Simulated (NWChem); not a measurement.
System: SiHSCl₂F; SMILES F[Si](S)(Cl)Cl

The following NWChem deck was run.

```
start job
memory heap 200 mb stack 900 mb global 1100 mb
geometry units angstroms noautosym nocenter noautoz
  F     -0.024721     0.155108     1.860631
  Si    -0.007614     0.014231     0.264233
  S      0.794164    -1.855393    -0.341842
  Cl    -1.934695     0.097689    -0.412855
  Cl     1.070058     1.617402    -0.429016
  H      2.027443    -1.625106     0.163515
end
basis spherical
  * library 6-31g*
end
dft
  xc hfexch
  iterations 150
end
property
  shielding
end
task dft property
```

Excerpt of the output:

```
             Northwest Computational Chemistry Package (NWChem) 7.3.0
             --------------------------------------------------------

                             Geometry "geometry" -> ""
                             -------------------------

 Output coordinates in angstroms (scale by  1.889725989 to convert to a.u.)

  No.       Tag          Charge          X              Y              Z
 ---- ---------------- ---------- -------------- -------------- --------------
    1 F                    9.0000    -0.02472100     0.15510800     1.86063100
    2 Si                  14.0000    -0.00761400     0.01423100     0.26423300
    3 S                   16.0000     0.79416400    -1.85539300    -0.34184200
    4 Cl                  17.0000    -1.93469500     0.09768900    -0.41285500
    5 Cl                  17.0000     1.07005800     1.61740200    -0.42901600
    6 H                    1.0000     2.02744300    -1.62510600     0.16351500

 Effective nuclear repulsion energy (a.u.)     444.8327354251

  xc_inp: hfexch multiplicative factor not found.
                              NWChem Property Module
                              ----------------------

  itol2e modified to match energy
  convergence criterion.

                                 NWChem DFT Module
                                 -----------------

 Summary of "ao basis" -> "ao basis" (spherical)
 ------------------------------------------------------------------------------
       Tag                 Description            Shells   Functions and Types
 ---------------- ------------------------------  ------  ---------------------
 F                           6-31g*                  6       14   3s2p1d
 Si                          6-31g*                  8       18   4s3p1d
 S                           6-31g*                  8       18   4s3p1d
 Cl                          6-31g*                  8       18   4s3p1d
 H                           6-31g*                  2        2   2s

  itol2e modified to match energy
  convergence criterion.

[...]

          -----------------------------------------
          Chemical Shielding Tensors (GIAO, in ppm)
          -----------------------------------------

                                NWChem CPHF Module
                                ------------------

  scftype          =     RHF
  nclosed          =       37
  nopen            =        0
  variables        =     1887
  # of vectors     =        3
  tolerance        = 0.10D-03
  level shift      = 0.00D+00
  max iterations   =       50
  max subspace     =       30

 SCF residual:    5.2496866831077736E-005

Iterative solution of linear equations
  No. of variables     1887
  No. of equations        3
  Maximum subspace       30
        Iterations       50
       Convergence  1.0D-04

   iter   nsub   residual    time
   ----  ------  --------  ---------
     1      3    9.09D-01      26.5
     2      6    1.46D-01      29.7
     3      9    3.39D-02      32.9
     4     12    3.51D-03      36.1
     5     15    6.95D-04      39.3
     6     18    1.51D-04      42.5
     7     21    1.97D-05      45.7

      Atom:    1  F
        Diamagnetic
    462.7180      0.1692     -0.2738
      0.1692    462.5009      2.4806
     -0.2738      2.4806    493.3497

        Paramagnetic
   -170.9631      6.5980     -9.7966
      6.5980   -171.4407      3.7870
     -9.7966      3.7870   -117.5994

        Total Shielding Tensor
    291.7549      6.7671    -10.0705
      6.7671    291.0602      6.2675
    -10.0705      6.2675    375.7503

           isotropic =     319.5218
          anisotropy =      86.6453

          Principal Components and Axis System
                 1           2           3
              377.2853    298.0817    283.1984

      1        -0.1118      0.7042      0.7011
      2         0.0633      0.7091     -0.7022
      3         0.9917      0.0341      0.1238

      Atom:    2  Si
        Diamagnetic
    877.4493      0.6446      0.5978
      0.6446    876.4743     -0.0105
      0.5978     -0.0105    875.7989

        Paramagnetic
   -453.6302    -22.7460    -11.2702
    -22.7460   -428.6107     -9.1395
    -11.2702     -9.1395   -458.7457

        Total Shielding Tensor
    423.8192    -22.1014    -10.6724
    -22.1014    447.8636     -9.1500
    -10.6724     -9.1500    417.0532

           isotropic =     429.5787
          anisotropy =      47.3502

          Principal Components and Axis System
                 1           2           3
              461.1454    427.9709    399.6196

      1        -0.4959     -0.5656      0.6589
      2         0.8663     -0.2700      0.4202
      3        -0.0598      0.7792      0.6239

      Atom:    3  S
        Diamagnetic
   1057.4088     -3.9116      0.7054
     -3.9116   1060.0394      2.6782
      0.7054      2.6782   1051.1860

        Paramagnetic
   -276.1808    -97.3740     -3.2831
    -97.3740   -373.3094    -55.7705
     -3.2831    -55.7705   -407.4609

        Total Shielding Tensor
    781.2280   -101.2856     -2.5777
   -101.2856    686.7300    -53.0923
     -2.5777    -53.0923    643.7251

           isotropic =     703.8943
          anisotropy =     218.0819

          Principal Components and Axis System
                 1           2           3
              849.2823    677.8768    584.5239

      1         0.8211     -0.4417      0.3616
      2        -0.5551     -0.4701      0.6862
      3         0.1331      0.7642      0.6311

      Atom:    4  Cl
        Diamagnetic
   1155.1158     -0.4550      3.2820
     -0.4550   1144.5600     -0.1366
      3.2820     -0.1366   1144.7381

[...]
```

Level: Hartree-Fock/6-31G* (spherical d), GIAO. All runs use the structure optimised with B3LYP/6-31G* (spherical d). The printed shielding anisotropy is the first printed principal value minus the mean of the other two.
